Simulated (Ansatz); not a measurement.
Eu(NH2)3 (EuN3H6), relaxed as a septet with UKS r2SCAN-D4/def2-SVP in Ansatz, starting from the GFN2-xTB geometry. Force threshold 0.02 eV/Å.

In the def2 sets Eu takes a core potential; there is no spin–orbit coupling. With an open 4f shell the SCF may have ended on a state above the lowest. The charge 0 septet is spin-contaminated (final ⟨S²⟩ up to 12.39, 12.00 for a pure state).

Start:

| atom | x (Å) | y (Å) | z (Å) |
| --- | --- | --- | --- |
| Eu1 | 0.006 | -0.002 | -0.018 |
| N2 | -0.139 | -2.144 | 0.713 |
| H3 | -0.842 | -2.843 | 0.473 |
| H4 | 0.484 | -2.619 | 1.368 |
| N5 | 1.615 | 1.359 | 0.826 |
| H6 | 1.757 | 2.353 | 0.643 |
| H7 | 2.346 | 1.112 | 1.495 |
| N8 | -1.475 | 0.785 | -1.549 |
| H9 | -2.240 | 0.278 | -1.995 |
| H10 | -1.513 | 1.721 | -1.955 |

| step | energy (eV) | largest force component (eV/Å) | SCF passes |
| --- | --- | --- | --- |
| 1 | -23892.5325 | 0.318 | 101 |
| 2 (rejected) | -23892.2272 | 1.872 | 48 |
| 3 | -23892.5389 | 0.087 | 42 |
| 4 | -23892.5401 | 0.084 | 40 |
| 5 (rejected) | -23892.5376 | 0.141 | 42 |
| 6 | -23892.5422 | 0.045 | 35 |
| 7 | -23892.5438 | 0.096 | 40 |
| 8 | -23892.5443 | 0.052 | 42 |
| 9 | -23892.5447 | 0.011 | 45 |
| 10 | -23892.5452 | 0.020 | 45 |
| 11 (rejected) | -23892.5089 | 0.946 | 55 |
| 12 | -23892.5492 | 0.072 | 52 |
| 13 | -23892.5580 | 0.216 | 62 |
| 14 (rejected) | -23892.5514 | 0.719 | 51 |
| 15 | -23892.5713 | 0.176 | 46 |
| 16 | -23892.5842 | 0.105 | 44 |
| 17 | -23892.5989 | 0.156 | 35 |
| 18 | -23892.6024 | 0.133 | 39 |
| 19 (rejected) | -23892.5979 | 0.077 | 40 |
| 20 | -23892.6074 | 0.007 | 38 |
| 21 (rejected) | -23892.6073 | 0.096 | 40 |
| 22 | -23892.6078 | 0.029 | 34 |
| 23 | -23892.6079 | 0.038 | 34 |
| 24 | -23892.6080 | 0.003 | 35 |

Force components are those of the run's own axes.

End:

Cartesian coordinates in Å:
```
Eu -0.0052 0.0028 0.0080
N -0.1433 -2.1496 0.7147
H -0.4166 -2.9744 0.1725
H 0.0550 -2.5264 1.6461
N 1.6124 1.3673 0.8285
H 1.5578 2.3729 1.0145
H 2.5705 1.1229 1.0957
N -1.4719 0.7838 -1.5380
H -2.4595 0.5394 -1.6554
H -1.2991 1.4611 -2.2866
```

By distances, no bond broke or formed. The bond that changes most is N2–H3, from 1.02 to 1.02 Å (atoms count from 1).

The force fell under the threshold at step 9, but the optimiser went on and released 0.063 eV more. No frequencies were taken in this run, so the end may be a saddle point.

Run time 99 s (4 threads of Intel Xeon 6975P-C on a shared host).
